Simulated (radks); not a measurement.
Spin polarisation of the 2p1 shell in neutral boron. Start: [He] 2s2 2p(up 0.5, down 0.5); electrons of 2p are moved from spin down to spin up, other shells keep equal spins. Method: non-relativistic Kohn-Sham, PBE, spin-polarised, spherical densities, point nucleus; computed with a radial shooting solver on a logarithmic mesh with Libxc functionals.

\begin{tabular}{lrrrrr}
moment (Bohr magnetons) & E - E(0) (eV) & e(2p up) (eV) & e(2p down) (eV) & 2s down minus up (eV) & 1s down minus up (eV) \\ \hline
0 & 0.000 & -3.609 & -3.609 & 0.000 & 0.000 \\
0.25 & -0.017 & -3.734 & -3.468 & 0.298 & 0.073 \\
0.5 & -0.066 & -3.844 & -3.312 & 0.597 & 0.146 \\
0.75 & -0.150 & -3.940 & -3.139 & 0.898 & 0.218 \\
1 & -0.267 & -4.021 & -2.946 & 1.201 & 0.290 \\
\end{tabular}

At moment 1 the spin-polarisation energy is -0.267 eV and the 2p exchange splitting 1.075 eV, that is 1.075 eV per Bohr magneton; E = -I m^2/4 would give I = 1.067 eV.
